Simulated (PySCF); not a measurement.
## Structure from NMR data

Molecular formula: C$_{3}$H$_{6}$O$_{4}$Si. Simulated spectra:

¹H NMR (400 MHz, computed): δ 4.94 (s, 3H), 4.16 (s, 3H).

¹³C{¹H} NMR (computed): δ 165.6 (C), 164.8 (C), 53.5 (CH3).

- coordinates at the GFN2-xTB level
- GIAO PBE0/pcSseg-1 shieldings
- run in PySCF
- no solvent, fast rotation and ring inversion assumed for equivalent nuclei, relativity neglected, one conformer

δ = σ(ref) − σ, references computed at the same level: ¹H (σ = 31.72 ppm) and ¹³C (σ = 186.93 ppm) against TMS.

Q: Which candidate is it?
A. CC(=O)O[SiH2]C(=O)O
B. COC(=O)C(=O)O[SiH3]
C. C=C(O[SiH2]O)C(=O)O

A: B. 

1. The formula gives 2 degrees of unsaturation (no ring in the answer).
2. 3 carbon signals for 3 carbons: no two carbons are equivalent.
3. Carbon types of the structure: 2 × C, 1 × CH3, leaving 3 H on heteroatoms.
4. δC 165.6: ester carbonyl carbon; it is a carbonyl in resonance with an O or N lone pair, the region of acids, esters and amides.
5. δC 164.8: carbonyl carbon.
6. δC 53.5: methyl carbon bonded to O; pulled downfield by the heteroatom.
7. δH 4.94: hydrogen on a silicon bonded to O.
8. δH 4.16: hydrogen on a methyl carbon bonded to O; its carbon carries O, hence the downfield position.

The others: CC(=O)O[SiH2]C(=O)O has carbons computed at 181.0, 176.8, 23.8; C=C(O[SiH2]O)C(=O)O would give 3 signals for carbon-bound and other non-exchanging H, not 2.

Shifts are as computed. Against solution values, carbons near 30 ppm lie about +3 ppm off and those near 130 ppm about +5 ppm. Of 1211 compounds with measured shifts, 218 miss one by over three times the rms of a fit or turn the order of signals round; such compounds aren't used in these exercises. Multiplicities follow the n + 1 count of equivalent neighbours, as no J values were calculated; m marks all less simple cases, F and P coupling included.
